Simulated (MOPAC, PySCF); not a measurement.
H3AlCl2Si, SMILES `[SiH3][Al]([Cl])[Cl]`, neutral singlet in the gas phase. 

Cartesian coordinates (Å):
SMILES: [SiH3][Al]([Cl])[Cl]
```xyz
7

Si    -1.1310     0.0129     0.1277
Al     1.2902    -0.0124    -0.1668
Cl     2.3650    -1.8215    -0.2593
Cl     2.4008     1.7711    -0.3141
H     -1.4498    -0.0334     1.5908
H     -1.7539    -1.1778    -0.5302
H     -1.7214     1.2611    -0.4480
```
Charge 0, multiplicity 1.

All levels are single points at this geometry (PBE-D3(BJ)/def2-TZVP); Pople sets use spherical d functions. Orbital energies aren't observables, and empty levels follow the basis.

```tsv
level	HOMO (eV)	LUMO (eV)	gap (eV)	dipole (D)	vertical IE, Delta-SCF (eV)
PBE-D3(BJ)/def2-TZVP in PySCF	-7.21	-2.63	4.57	1.46	9.92
B3LYP/3-21G in PySCF	-8.39	-2.32	6.07	2.47	–
B3LYP/6-311+G** in PySCF	-8.25	-2.17	6.08	1.86	–
B3LYP/6-31G* in PySCF	-8.13	-2.01	6.13	1.84	10.27
B3LYP/LANL2DZ in PySCF	-8.47	-2.31	6.17	2.56	–
BP86/6-31G* in PySCF	-7.32	-2.66	4.67	1.77	–
M06-2X/6-31G* in PySCF	-9.39	-1.21	8.18	1.96	–
PBE/6-31G* in PySCF	-7.22	-2.59	4.63	1.78	9.97
HF/3-21G in PySCF	-11.22	0.50	11.71	2.84	–
HF/6-31G* in PySCF	-11.00	0.91	11.91	1.97	9.99
HF/STO-3G in PySCF	-8.74	6.59	15.33	3.23	–
AM1 in MOPAC	-10.42	-1.69	8.73	1.89	–
PM6 in MOPAC	-10.67	-0.77	9.90	3.34	–
```
